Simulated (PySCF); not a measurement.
BiF3, SMILES [F][Bi]([F])[F].

Coordinates come from a PBE-D3(BJ)/def2-SVP optimisation. The isomer is the one that the SMILES or the coordinates give; other isomers of the formula were not compared. The def2 effective core potentials stand for the cores of Bi; spin–orbit coupling is left out.

Two levels are set side by side: PBE/def2-TZVPD (PySCF) and CAM-B3LYP/def2-TZVPD (PySCF). Same geometry, gas phase. Differences are taken from unrounded values.

```csv
quantity,CAM-B3LYP
orbital gap (eV),10.39
highest occupied level (eV),-11.67
lowest empty level (eV),-1.28
dipole moment (D),5.43
mean polarisability (bohr³),40.6
```

Problem. What does PBE give, and how far is it from CAM-B3LYP? (An estimate is asked for; the answer gives what the named calculation found.)

Solution. 
```json
[
 {"quantity": "orbital gap (eV)", "PBE": "5.90", "PBE minus CAM-B3LYP": "-4.49"},
 {"quantity": "highest occupied level (eV)", "PBE": "-8.72", "PBE minus CAM-B3LYP": "2.95"},
 {"quantity": "lowest empty level (eV)", "PBE": "-2.82", "PBE minus CAM-B3LYP": "-1.53"},
 {"quantity": "dipole moment (D)", "PBE": "4.97", "PBE minus CAM-B3LYP": "-0.46"},
 {"quantity": "mean polarisability (bohr³)", "PBE": "43.6", "PBE minus CAM-B3LYP": "3.0"}
]
```

Without exact exchange PBE keeps part of each electron's self-repulsion, which lifts occupied levels and narrows the gap. Loosely held outer electrons make PBE densities more polarisable. Differences between two approximate levels are no errors against the true value.

Rough cost on one machine, each run with all the roots and properties that it gave: CAM-B3LYP against PBE within a factor of 2.
